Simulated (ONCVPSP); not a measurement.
An all-electron radial function and its pseudo partner (iron (Fe))

Columns: radius, all-electron u(r) and pseudo u(r) of the 3d shell (level -9.19 eV) of iron in the configuration [Ne] 3s2 3p6 3d6 4s1 4p1; PBE, scalar-relativistic, ONCV scheme, ONCVPSP 4.0.1.

| r (bohr) | all-electron | pseudo |
| --- | --- | --- |
| 0.082 | 0.0440 | 0.0048 |
| 0.165 | 0.1992 | 0.0368 |
| 0.248 | 0.3988 | 0.1151 |
| 0.330 | 0.5825 | 0.2428 |
| 0.413 | 0.7293 | 0.4131 |
| 0.495 | 0.8312 | 0.6006 |
| 0.578 | 0.8937 | 0.7818 |
| 0.660 | 0.9220 | 0.9261 |
| 0.742 | 0.9251 | 1.0184 |
| 0.825 | 0.9099 | 1.0537 |
| 0.908 | 0.8824 | 1.0372 |
| 0.990 | 0.8475 | 0.9830 |
| 1.072 | 0.8082 | 0.9080 |
| 1.155 | 0.7661 | 0.8267 |
| 1.238 | 0.7234 | 0.7525 |
| 1.320 | 0.6815 | 0.6920 |
| 1.402 | 0.6407 | 0.6431 |
| 1.485 | 0.6009 | 0.6011 |
| 1.568 | 0.5630 | 0.5629 |
| 1.650 | 0.5274 | 0.5273 |
| 1.733 | 0.4933 | 0.4933 |
| 1.815 | 0.4616 | 0.4616 |
| 1.898 | 0.4315 | 0.4315 |
| 1.980 | 0.4036 | 0.4036 |
| 2.062 | 0.3775 | 0.3775 |
| 2.145 | 0.3527 | 0.3527 |

Task: How many radial nodes do the two functions have?

Result: The all-electron 3d function has n − l − 1 = 0; the pseudo-wave has 0.

Task: At about which radius was the pseudo-wave matched?

Result: 1.65 bohr. The columns agree to 0.0005 from 1.49 bohr on; several derivatives are matched, so the curves merge somewhat inside the radius.

Task: Is the pseudo-wave norm-conserving?

Result: Yes: the ONCV scheme keeps the norm inside the radius equal to the all-electron one, which fixes the energy derivative of the logarithmic derivative at the level.
